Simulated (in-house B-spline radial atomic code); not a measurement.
**Two electrons outside the [Ne] 3s2 core: the cobalt ion Co¹³⁺**

Computed with an all-electron radial atomic-structure program (B-spline basis): configuration interaction (CI) of the two valence electrons in the field of the frozen Dirac-Fock core, alone and with many-body perturbation theory for the core (screened one- and two-electron correlation potentials), Breit and QED terms; no-pair Dirac Hamiltonian, finite nucleus. Labels give the configuration (outer n counted up each series) and the leading LS term, or the jj pair where no LS term holds 70 %.

The outer s² shell of this core is soft: its mixing with p² is only treated to second order, so levels can be several per cent off.

Command:
```bash
python run_mb.py task.json out
```
Settings (nuclear radius in fm, box in bohr, cutoff in hartree):
```
basis_form          3
Z                   27
core_configuration  [Ne] 3s2
rms_radius          3.7875
mass_number         59
speed_of_light      137.036
box_radius          6.0
lmax                6
intervals           61
virtual_cutoff      1458.0
```

Run time, properties included: 30 s on 1 thread of AMD EPYC 9R45 96-Core Processor, on a shared host.

Excitation energies (cm⁻¹):

```tsv
level	purity of the LS term	CI alone	CI + MBPT + Breit + QED
3p2 3P0	0.957	0	0
3p2 3P1	1.0	12436	11814
3p2 3P2	0.858	?	?
3p2 1D2	0.858	?	?
3p2 1S0	0.956	100155	101860
```

Problem. Where does 3p2 1D2 lie?

Solution. 57579 cm⁻¹ in CI alone and 52126 cm⁻¹ with all corrections.

Problem. Where does 3p2 3P2 lie?

Solution. 23816 cm⁻¹ in CI alone and 22243 cm⁻¹ with all corrections.

Problem. What is the first ionisation energy?

Solution. 409.28 eV to the 3p1/2 state of the next ion (408.08 eV from CI alone). NIST lists 410 ± 1 eV (semi-empirical).
